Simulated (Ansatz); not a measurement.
Two isomers of C3H5F3O: A = `CCOC(F)(F)F`, B = `FCOCC(F)F`.

Program: Ansatz. Geometries: PBE0-D4/def2-TZVP. ΔE: electronic, gas phase. CCSD(T)/CBS adds triple-zeta CCSD(T) − MP2 to the extrapolated MP2 energy (def2 sets, frozen cores). DFT in def2-TZVPP. B3LYP here is the variant with VWN-RPA as its local correlation; programs differ in this. One conformer a species, not always the lowest.

(1) Which isomer does CCSD(T)/CBS put lower? Give the gap. (Estimate.)

(2) Give E(B) − E(A) in kJ/mol with HF/def2-TZVPP, CCSD/def2-TZVPP, PBE0-D4, CCSD(T)/def2-TZVPP, B3LYP, r2SCAN-D4, ωB97M-V. (An estimate is asked.)

Largest T1 diagnostic: 0.012.

## Answers

(1) The calculation gave: A, by 79.0 kJ/mol.

(2) Ansatz gave: HF/def2-TZVPP 85.6, CCSD/def2-TZVPP 81.4, PBE0-D4 84.2, CCSD(T)/def2-TZVPP 81.4, B3LYP 73.5, r2SCAN-D4 89.0, ωB97M-V 84.1. None reverses the order clearly.

From PBE to PBE0 (25 % exact exchange), in def2-TZVPP and without D4, E(B) − E(A) moves by +7.3 kJ/mol.
